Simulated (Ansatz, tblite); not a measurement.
Removing and adding an electron: B₈P₈ (relaxed from a model of (BP)8 cage of four- and six-membered rings, whose bonding it doesn't keep). Charge 0, multiplicity 1. Geometry: r2SCAN-D4/def2-SVP. Ansatz, gas phase; energy differences of separate SCF runs; the oxidised species was run as a doublet alone; the reduced species was run as a doublet alone.

```xyz
16

B    -0.721    0.992   -2.036
P    -1.201    2.611   -1.021
B     0.609    2.073   -0.988
P     1.066    1.099   -2.638
B     0.705   -0.545   -1.662
P    -1.152   -0.872   -1.834
B    -1.546   -1.079    0.046
P    -1.899    0.265    1.332
B    -0.745    1.627    0.594
P     1.116    1.864    0.855
B     1.585   -0.003    1.022
P     1.935   -1.257   -0.353
P    -1.038   -2.671    1.042
B    -0.697   -1.079    1.999
P     1.173   -1.038    2.617
B     0.808   -1.986    1.024
```

The xTB rows come from tblite.

(1) Estimate orbital energies and vertical ionisation energies and electron affinities at: GFN1-xTB; GFN2-xTB; PBE-D4/def2-SVP; PBE0-D4/def2-SVP.

Results:

(1) 
```csv
level,−HOMO (eV),vertical IE (eV),−LUMO (eV),vertical EA (eV),HOMO–LUMO gap (eV),IE − EA (eV)
GFN1-xTB,9.75,12.10,8.81,6.41,0.94,5.68
GFN2-xTB,10.42,11.96,8.89,7.27,1.52,4.69
PBE-D4/def2-SVP,6.09,8.16,4.41,2.57,1.67,5.60
PBE0-D4/def2-SVP,7.12,8.58,3.84,2.55,3.28,6.03
```

Relaxing the oxidised species (r2SCAN-D4/def2-SVP) changes its energy by -0.21 eV at PBE-D4/def2-SVP, so the adiabatic ionisation energy to this nearest minimum is 7.95 eV. At PBE0-D4/def2-SVP it is 8.40 eV.  Relaxing the reduced species (r2SCAN-D4/def2-SVP) changes its energy by -0.07 eV at PBE-D4/def2-SVP, so the adiabatic electron affinity to this nearest minimum is 2.63 eV. At PBE0-D4/def2-SVP it is 2.58 eV.   Raw xTB energy differences between charge states are shifted by several eV; the methods need an empirical correction for them. Sets without diffuse functions give affinities that are too small.
